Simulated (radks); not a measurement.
Se V, 30 electrons, occupied as [Ar] 3d10 4s2.

All-electron calculation, Dirac Kohn-Sham, PBE, spin-unpolarised, spherical densities, finite nucleus; Fermi nuclear charge, rms radius 4.14 fm. Program: a radial shooting solver on a logarithmic mesh with Libxc functionals.

Energy parts (eV):
total: -66021.941
kinetic: 67608.471
electron-nucleus: -157869.092
Hartree: 26592.537
exchange-correlation: -2353.856

Orbitals (lengths in bohr, moments of r in powers of bohr; <r^-3> diverges for s and p1/2):
| orbital | occ. | eigenvalue (eV) | <1/r> | <r^2> | <r^-3> |
|---|---|---|---|---|---|
| 1s1/2 | 2 | -12553.64 | 34.56 | 0.002616 | - |
| 2s1/2 | 2 | -1658.388 | 7.686 | 0.04520 | - |
| 2p1/2 | 2 | -1493.187 | 7.651 | 0.03485 | - |
| 2p3/2 | 4 | -1451.410 | 7.415 | 0.03631 | 1178 |
| 3s1/2 | 2 | -264.8252 | 2.501 | 0.3785 | - |
| 3p1/2 | 2 | -208.2733 | 2.381 | 0.3965 | - |
| 3p3/2 | 4 | -202.3847 | 2.325 | 0.4107 | 167.5 |
| 3d3/2 | 4 | -104.8218 | 2.053 | 0.4794 | 20.62 |
| 3d5/2 | 6 | -103.9167 | 2.038 | 0.4856 | 19.97 |
| 4s1/2 | 2 | -61.7140 | 0.8375 | 2.852 | - |
| 4p1/2 | 0 | -48.5230 | 0.7395 | 3.590 | - |
| 4p3/2 | 0 | -47.8487 | 0.7285 | 3.682 | 19.36 |
| 4d3/2 | 0 | -29.2780 | 0.5453 | 6.480 | 1.751 |
| 4d5/2 | 0 | -29.2019 | 0.5438 | 6.517 | 1.712 |
| 5s1/2 | 0 | -25.9788 | 0.4038 | 12.41 | - |

The highest occupied level is 4s1/2 at -61.714 eV. The electron density at the nucleus is 3.978e+04 e/bohr^3. Summed over all electrons, <r^2> = 14.04 bohr^2, which gives a Langevin (diamagnetic) susceptibility term of -11.1 x 10^-6 cm^3/mol. The density falls to 0.001 e/bohr^3 at r = 2.93 bohr. For comparison, the ionisation energy in NIST's Atomic Spectra Database is 68.3 eV (semi-empirical). In exact Kohn-Sham theory the highest level is minus the ionisation energy, but local and semilocal functionals leave it too shallow, through self-interaction and a potential that decays too fast; potentials with the right tail come closer.
